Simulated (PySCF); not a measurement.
**Fractional electron number in Pd²⁺ (palladium, charge +2)**

The 4d beta orbital of [Kr] 4d8 is emptied in steps (occupation f), with all orbitals relaxed, ending at [Kr] 4d7. All numbers are calculated (PySCF 2.14, a scalar-relativistic core potential, in def2-TZVP with the def2 core potential (28 electrons) (6s4p3d1f, 40 functions)). The exact energy is a straight line in f; departures are measured from the line between the end points of the same method.

```csv
f,UHF (eV),LDA (eV),PBE (eV)
1,0.000,0.000,0.000
0.8,0.266,-1.100,-1.074
0.6,0.389,-1.658,-1.618
0.4,0.379,-1.666,-1.623
0.2,0.247,-1.115,-1.085
0,0.000,0.000,0.000
```

Problem. For UHF, how does the orbital energy at f = 1 compare with the removal energy?

Solution. −ε = 33.306 eV against a total-energy difference of 31.600 eV. By Janak's theorem ε = ∂E/∂f, so the gap between them reflects the curvature. Along the path −ε is 32.563 (f = 0.8), 31.876 (f = 0.6), 31.239 (f = 0.4), 30.645 (f = 0.2) eV.

| method | E(f=0) − E(f=1) (eV) | −ε at f=1 (eV) | −ε at f=0.4 (eV) |
| --- | --- | --- | --- |
| UHF | 31.600 | 33.306 | 31.239 |
| LDA | 33.632 | 26.796 | 34.984 |
| PBE | 33.375 | 26.689 | 34.703 |

Reference removal energy between the ground levels: 32.93 eV (semi-empirical (NIST evaluation); NIST Atomic Spectra Database, ionization energies). The calculation has no spin-orbit coupling. The determinant left behind need not be the lowest term of the ion. UHF lacks correlation.
